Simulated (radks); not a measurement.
The numbers below are computed, except where a source is named.
Spin polarisation of the 5d2 shell in the cerium ion Ce+. Start: [Xe] 4f(up 0.5, down 0.5) 5d(up 1, down 1); electrons of 5d are moved from spin down to spin up, other shells keep equal spins. Level of theory: scalar-relativistic Kohn-Sham, PBE, spin-polarised, spherical densities, finite nucleus; Fermi nuclear charge, rms radius of each element as measured or else 0.836 A^(1/3) + 0.57 fm (a radial shooting solver on a logarithmic mesh with Libxc functionals).

| moment (Bohr magnetons) | E - E(0) (eV) | e(5d up) (eV) | e(5d down) (eV) | 4f down minus up (eV) | 5p down minus up (eV) | 5s down minus up (eV) |
|---|---|---|---|---|---|---|
| 0 | 0.000 | -7.209 | -7.209 | 0.000 | 0.000 | 0.000 |
| 0.5 | -0.036 | -7.344 | -7.059 | 0.068 | 0.213 | 0.149 |
| 1 | -0.142 | -7.464 | -6.895 | 0.136 | 0.426 | 0.298 |
| 1.5 | -0.321 | -7.570 | -6.709 | 0.205 | 0.640 | 0.448 |
| 2 | -0.576 | -7.663 | -6.451 | 0.275 | 0.856 | 0.599 |

At moment 2 the spin-polarisation energy is -0.576 eV and the 5d exchange splitting 1.212 eV, that is 0.606 eV per Bohr magneton; E = -I m^2/4 would give I = 0.576 eV.
